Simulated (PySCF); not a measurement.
Species: C6H7FO (charge -1 and doublet state).
SMILES with atom numbers: `[CH3:1][C@@H:2]([F:3])/[CH:4]=[CH:5]/[CH:6]=[C:7]/[O-:8]` (hydrogens: H9, H10, H11 on C1; H12 on C2; H13 on C4; H14 on C5; H15 on C6)

Cartesian coordinates in Å at the GFN2-xTB level; atoms count from 1:
```xyz
15
C6H7FO angstrom
C     -2.4765    0.4348    0.1503
C     -1.3265   -0.5673    0.1815
F     -1.8371   -1.7455   -0.4847
C     -0.0856   -0.0754   -0.4380
C      1.1427   -0.2293    0.1234
C      2.3651    0.2323   -0.3896
C      3.5453    0.0579    0.2810
O      4.7375    0.3522    0.0901
H     -3.3810    0.0015    0.5767
H     -2.6789    0.7259   -0.8785
H     -2.1981    1.3184    0.7193
H     -1.1454   -0.9229    1.2041
H     -0.1904    0.4175   -1.3955
H      1.1926   -0.7406    1.0828
H      2.3317    0.7486   -1.3619
```

The hyperfine couplings belong to this conformer and change with its torsions.

The calculation used PySCF 2.14.0, UKS B3LYP, pcH-1 on C F H O, non-relativistic, mean-field spin-orbit, GIAO. Whether the extra electron is bound in the gas phase wasn't checked; a finite basis holds it in any case. Couplings are sensitive to structure, and on GFN2-xTB geometries they can be far from those on DFT ones, by a factor of two or more for some ions and for spin on atoms past the first row. The SCF solution wasn't tested for stability.

Computed for the main isotopes (class means, splittings of 0.05 mT or more): g = 2.0019; H15 1H +74.5 MHz (2.66 mT); F3 19F -13.5 MHz (0.48 mT); H13 1H +3.3 MHz (0.12 mT); H14 1H -2.3 MHz (0.08 mT); 16 first-order lines, 3.34 mT wide.

**Question.** What changes when 1H at H15 is replaced by 2H?

**Answer.** The spin density stays the same (vibrational effects aside), so a scales with the nuclear g factor: 0.85744/5.58569 = 0.1535, so a goes from +74.5 to +11.4 MHz (0.408 mT). The spin goes from 1/2 to 1, so the 1:1 doublet becomes a 1:1:1 triplet. The spectrum then has 24 first-order lines over 1.50 mT.

Lines closer than 0.012 mT are merged, which leaves 20.

```json
{"offset from centre (mT)": "-0.75", "relative intensity": "1"}
{"offset from centre (mT)": "-0.67", "relative intensity": "1"}
{"offset from centre (mT)": "-0.63", "relative intensity": "1"}
{"offset from centre (mT)": "-0.55", "relative intensity": "1"}
{"offset from centre (mT)": "-0.34", "relative intensity": "1"}
{"offset from centre (mT)": "-0.26", "relative intensity": "2"}
{"offset from centre (mT)": "-0.22", "relative intensity": "1"}
{"offset from centre (mT)": "-0.19", "relative intensity": "1"}
{"offset from centre (mT)": "-0.14", "relative intensity": "2"}
{"offset from centre (mT)": "-0.07", "relative intensity": "1"}
{"offset from centre (mT)": "+0.07", "relative intensity": "1"}
{"offset from centre (mT)": "+0.14", "relative intensity": "2"}
{"offset from centre (mT)": "+0.19", "relative intensity": "1"}
{"offset from centre (mT)": "+0.22", "relative intensity": "1"}
{"offset from centre (mT)": "+0.26", "relative intensity": "2"}
{"offset from centre (mT)": "+0.34", "relative intensity": "1"}
{"offset from centre (mT)": "+0.55", "relative intensity": "1"}
{"offset from centre (mT)": "+0.63", "relative intensity": "1"}
{"offset from centre (mT)": "+0.67", "relative intensity": "1"}
{"offset from centre (mT)": "+0.75", "relative intensity": "1"}
```

**Question.** Give position and intensity of the satellites from 13C at C7.

**Answer.** a = +258.2 MHz, or 9.22 mT in magnitude, and I = 1/2, so to first order each main line has two satellites, at ±4.61 mT. The isotope's abundance is about 1.07 %, shared among 2 lines, so each has 0.54 % of the main line's intensity. At 340 mT second-order shifts move them to lower field by up to 0.06 mT.

**Question.** Where do the 13C satellites of C6 appear, and how strong are they?

**Answer.** a = +146.9 MHz, or 5.24 mT in magnitude, and I = 1/2, so to first order each main line has two satellites, at ±2.62 mT. The isotope's abundance is about 1.07 %, shared among 2 lines, so each has 0.54 % of the main line's intensity.
